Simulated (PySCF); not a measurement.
**Shieldings and the share of exact exchange**

Molecule: SMILES S(BB)C, CH$_{6}$B$_{2}$S.

Molfile (atoms numbered from 1):
```
CH6B2S
     RDKit          3D

 10  9  0  0  0  0  0  0  0  0999 V2000
   -1.5484   -0.4916    0.1883 B   0  0  0  0  0  0  0  0  0  0  0  0
   -0.7559   -0.0244   -1.1983 B   0  0  0  0  0  0  0  0  0  0  0  0
    0.9643    0.3593   -1.3219 S   0  0  0  0  0  0  0  0  0  0  0  0
    1.6326    0.1333    0.3553 C   0  0  0  0  0  0  0  0  0  0  0  0
   -1.6581   -1.6575    0.5023 H   0  0  0  0  0  0  0  0  0  0  0  0
   -2.0557    0.3128    0.9406 H   0  0  0  0  0  0  0  0  0  0  0  0
   -1.3291    0.0881   -2.2605 H   0  0  0  0  0  0  0  0  0  0  0  0
    1.5096   -0.9072    0.6860 H   0  0  0  0  0  0  0  0  0  0  0  0
    2.7041    0.3701    0.3223 H   0  0  0  0  0  0  0  0  0  0  0  0
    1.1409    0.8129    1.0647 H   0  0  0  0  0  0  0  0  0  0  0  0
  1  2  1  0
  2  3  1  0
  3  4  1  0
  1  5  1  0
  1  6  1  0
  2  7  1  0
  4  8  1  0
  4  9  1  0
  4 10  1  0
M  END
```

GIAO shieldings (ppm, equivalent atoms averaged) in PySCF 2.14 on the PBE0-D3(BJ)/def2-SVP geometry, basis pcSseg-2, gas phase, non-relativistic:

```csv
functional,exact exchange (%),σ(B1),σ(B2),σ(S3),σ(C4)
BLYP,0,-21.5,9.7,319.8,153.2
BP86,0,-19.1,13.4,339.6,157.5
PBE,0,-22.5,11.9,339.2,157.8
B3LYP,20,-15.5,12.7,352.6,158.8
PBE0,25,-13.8,15.8,379.7,164.2
mPW1PW91,25,-12.2,16.2,377.9,163.4
HF,100,14.1,31.4,471.8,175.4
```

**Question.** Fit each shielding as a line in the percentage of exact exchange.

**Answer.** σ(B1) = -21.5 + 0.35 x (rms 1.2 ppm); σ(B2) = 11.0 + 0.20 x (rms 1.4 ppm); σ(S3) = 334.8 + 1.40 x (rms 8.8 ppm); σ(C4) = 156.8 + 0.19 x (rms 2.0 ppm). The functionals also differ in their semilocal parts, which the line can't hold; Hartree–Fock has no correlation at all.

**Question.** What does the line predict for BHandHLYP (50 %), and what does the run give?

**Answer.** σ(B1): -4.0 predicted, -5.9 computed; σ(B2): 21.0 predicted, 18.2 computed; σ(S3): 404.8 predicted, 397.8 computed; σ(C4): 166.3 predicted, 165.7 computed ppm.
